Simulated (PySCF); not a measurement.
Compound: C2H8ClGaS.
Structure used (PBE0-D3(BJ)/def2-SVP), in Å, numbered top down from 1:
```xyz
13
C2H8ClGaS angstrom
C     -0.9597   -1.2160   -0.6730
S     -0.5690   -0.2892    0.8253
C     -0.9064    1.3975    0.2785
Ga     1.9288   -0.2998    0.6975
Cl     2.0149    0.4660   -1.3873
H     -2.0278   -1.1040   -0.9039
H     -0.3276   -0.8602   -1.4999
H     -0.7370   -2.2701   -0.4626
H     -1.9718    1.4951    0.0302
H     -0.6620    2.0600    1.1194
H     -0.2675    1.6381   -0.5838
H      2.2092   -1.8383    0.7837
H      2.2775    0.8006    1.7553
```

Method used: core-valence-separated Tamm–Dancoff BHandHLYP/aug-pcX-1 (pcseg-1 on H, def2-SVPD on Cl, def2-SVPD on S, def2-SVPD on Ga) in PySCF, non-relativistic, gas phase, PBE0-D3(BJ)/def2-SVP geometry. The energies are unshifted.

**Question.** Give energies, oscillator strengths and core holes at the C K edge.

**Answer.** 
| E (eV) | f | core hole on | main final orbital |
| --- | --- | --- | --- |
| 285.17 | 0.1045 | C1/C3 | spread (2 roots, f summed) |
| 286.53 | 0.0259 | C1/C3 | LUMO (2 roots, f summed) |
| 287.05 | 0.0573 | C1/C3 | spread (2 roots, f summed) |
| 287.57 | 0.0124 | C1/C3 | spread (2 roots, f summed) |
| 287.81 | 0.0465 | C1/C3 | spread (2 roots, f summed) |

The first line with a tenth or more of the strongest one's intensity is at 285.17 eV (f = 0.105, sum of 2), with the hole on C1/C3 (S-methyl carbon). It is also the strongest listed.

Roots within 0.03 eV whose holes lie on the same, on equivalent or on shared atoms are summed into one line, and the highest roots are left out, as the search may have cut off their partners. Final orbitals are the ground state's empty Kohn–Sham orbitals.

**Question.** What is the summed oscillator strength of the listed C K lines, and their intensity-weighted mean energy?

**Answer.** Σf = 0.247 over 5 lines from 285.17 to 287.81 eV; the weighted mean is 286.37 eV. The strongest line holds 42 % of the sum.

The ionisation thresholds weren't computed; near and above them a finite basis only mimics Rydberg series and continuum. The BHandHLYP/aug-pcX-1 (pcseg-1 on H, def2-SVPD on Cl, def2-SVPD on S, def2-SVPD on Ga) calculation is non-relativistic and has no spin–orbit coupling, an omission that weighs most on gallium.

One conformer stands for the species.
